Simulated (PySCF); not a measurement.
NICS in isomers of C7H10FOP.

NICS = −σ at a ghost point: NICS(0) at the centroid of the ring atoms, NICS(1) 1 Å to either side along the normal of their mean plane, zz for the tensor component along that normal. Level: GIAO PBE0/pcSseg-1 (PySCF, non-relativistic, gas phase) on the GFN2-xTB geometries, one conformer each. Atom numbers follow the mapped SMILES.

Question: Order these rings by mean NICS(1)zz, lowest (most negative) first (ppm).
A. ring P3–C5–C6–C7–C9 in `[CH2:1]=[CH:2][P@@:3]1(=[O:4])[CH2:5][CH2:6][C:7]([CH3:8])=[C:9]1[F:10]`
B. ring C3–P4–C5–C7–C9 in `[CH3:1][O:2][c:3]1[pH:4][c:5]([CH3:6])[c:7]([CH3:8])[c:9]1[F:10]`
C. ring C5–O6–C7–C9–P10 in `[CH3:1][C:2]([CH3:3])([CH3:4])[c:5]1[o:6][c:7]([F:8])[cH:9][p:10]1`

Answer: C (-20.2), B (-8.9), A (-1.6).

```csv
SMILES,ring,NICS(0),NICS(1),NICS(1)zz,HOMA,rms pucker (Å),ring atoms with four or more neighbours
CC(C)(C)c1oc(F)cp1,5-membered ring with O and P; formal bonds all aromatic,-10.9,-9.3,-20.2,0.43,0.00,0
COc1[pH]c(C)c(C)c1F,5-membered ring with P; bonds drawn aromatic by RDKit's count,-8.0,-5.9,-8.9,0.01,0.04,0
C=C[P@@]1(=O)CCC(C)=C1F,"5-membered ring with P; formal bonds 1 double, 4 single",-5.1,-3.5,-1.6,–,0.11,3
```

NICS(0) gives the same order. The isotropic NICS(1) gives the same order. HOMA uses Krygowski's 1993 parameters; it is left out where a ring has a four-coordinate atom, a triple bond, no multiple bond or a kind of bond without parameters. NICS(1) and NICS(1)zz are means over the two faces.
